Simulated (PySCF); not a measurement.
Species: 4-chlorothioanisole, C7H7ClS.
Atom-mapped SMILES: `[CH3:1][S:2][c:3]1[cH:4][cH:5][c:6]([Cl:7])[cH:8][cH:9]1` (hydrogens: H10, H11, H12 on C1; H13 on C4; H14 on C5; H15 on C8; H16 on C9)

Level of theory: PBE0-D3(BJ)/def2-SVP geometry optimisation, gas phase in PySCF 2.14.0.

Question: List the bond lengths, angles and torsions at this level.

Answer: 
| bond | length (pm) |
| --- | --- |
| C1–S2 | 179.7 |
| S2–C3 | 176.1 |
| C3–C4, C3–C9 | 140.2 |
| C4–C5, C8–C9 | 139.1 |
| C5–C6, C6–C8 | 139.4 |
| C6–Cl7 | 173.3 |
| C1–H10, C1–H11, C1–H12 | 110.0 |
| C4–H13, C9–H16 | 109.2 |
| C5–H14, C8–H15 | 109.1 |

Bonds in one row agree within 1 pm and their mean is given. A selection of angles:
| angle | degrees |
| --- | --- |
| C1–S2–C3 | 103.2 |
| S2–C3–C4 | 116.6 |
| S2–C3–C9 | 124.7 |
| C4–C3–C9 | 118.7 |
| C3–C4–C5 | 121.0 |
| C4–C5–C6 | 119.6 |
| C5–C6–Cl7 | 119.8 |
| C5–C6–C8 | 120.2 |
| C3–C9–C8 | 120.5 |

Torsions: C1–S2–C3–C4 180° (antiperiplanar).

The C–S distances run from 1.761 Å (S2–C3, drawn single) to 1.797 Å (C1–S2, drawn single), a spread of 0.036 Å. Of the pairs four or more bonds apart, C1···H16 is among the closest relative to their van der Waals radii: 2.55 Å, 88 % of the sum of Bondi's values. The 9 heavy atoms lie in one plane (0.003 Å rms). S2 (sulfide sulfur) is bent (angle 103.2°). The 6-membered ring C3–C4–C5–C6–C8–C9 has internal angles of 118.7° to 121.0°; it is planar, 0.00 Å rms from its mean plane, widest ring torsion 0°.

Point group: Cs (every atom within 0.08 Å of its image). No frequency check. One conformer, not necessarily the lowest.
